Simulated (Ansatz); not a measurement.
A nudged elastic band was laid between two geometries of AlCl2F + H2 (6 atoms, charge 0, multiplicity 1).

Theory: RKS PBE/def2-SVP in Ansatz.

| Quantity | Value |
| --- | --- |
| movable images | 7 |
| climbing image | yes |
| spring | 5.0 eV/Å² |
| optimiser | fire |
| start path | through a guess of the saddle point |
| force threshold | 0.03 eV/Å |
| iteration limit | 60 |
| end points | relaxed |
| largest step | 0.5 Å |

Initial state:

```xyz
6
Properties=species:S:1:pos:R:3
Al 0.009 0.099 0.114
F 0.006 0.587 1.716
Cl 1.824 0.040 -0.931
Cl -1.812 -0.035 -0.914
H 0.058 -2.062 0.626
H 0.052 -1.713 1.321
```

Final state:

```xyz
6
Properties=species:S:1:pos:R:3
Al 0.021 -0.529 -0.225
F 0.019 -0.036 1.763
Cl 1.822 0.279 -0.978
Cl -1.820 0.203 -0.960
H 0.055 -2.009 0.422
H 0.040 -0.990 1.909
```

Q: Which bonds break or form, and what moves?

A: Bonds broken: H5–H6. Bonds formed: Al1–H5, F2–H6. AlCl2F + H2 becomes AlCl2FH2.

Q: What energy profile does the band end with?

A: The run converged. The highest image is number 7 of 0 to 8, 1.07 eV above the first end and 0.00 eV above the last; the last end lies 1.07 eV above the first. The top lies less than 8 meV above the higher end, about what the thresholds resolve: that end is a shoulder or a very shallow well. Another band between the same ends (7 images) ends at a top of the same energy, where a vibrational analysis finds 1 clearly imaginary mode. The orbitals stay closed-shell, which can raise the energy where a bond breaks towards radicals; this wasn't checked here.

| image | path coordinate (Å) | energy (eV) | H5–H6 (Å) | Al1–H5 (Å) | F2–H6 (Å) |
| --- | --- | --- | --- | --- | --- |
| 0 | 0.00 | 0.00 | 0.78 | 2.22 | 2.33 |
| 1 | 0.20 | 0.02 | 0.78 | 2.19 | 2.11 |
| 2 | 0.40 | 0.10 | 0.79 | 2.12 | 1.89 |
| 3 | 0.61 | 0.28 | 0.81 | 1.99 | 1.67 |
| 4 | 0.81 | 0.59 | 0.88 | 1.85 | 1.46 |
| 5 | 1.02 | 0.93 | 1.03 | 1.76 | 1.25 |
| 6 | 1.21 | 1.07 | 1.24 | 1.69 | 1.09 |
| 7 | 1.41 | 1.07 | 1.47 | 1.65 | 1.00 |
| 8 | 1.67 | 1.07 | 1.80 | 1.62 | 0.97 |

Q: What is the geometry of the highest image?

A: 
```xyz
6
Properties=species:S:1:pos:R:3
Al 0.019 -0.469 -0.179
F 0.019 -0.045 1.780
Cl 1.828 0.245 -0.990
Cl -1.824 0.174 -0.970
H 0.054 -1.940 0.560
H 0.041 -1.048 1.730
```

Run time: 15 min on 1 thread of Arm Neoverse N1, on a shared host, peak memory 0.14 GiB.
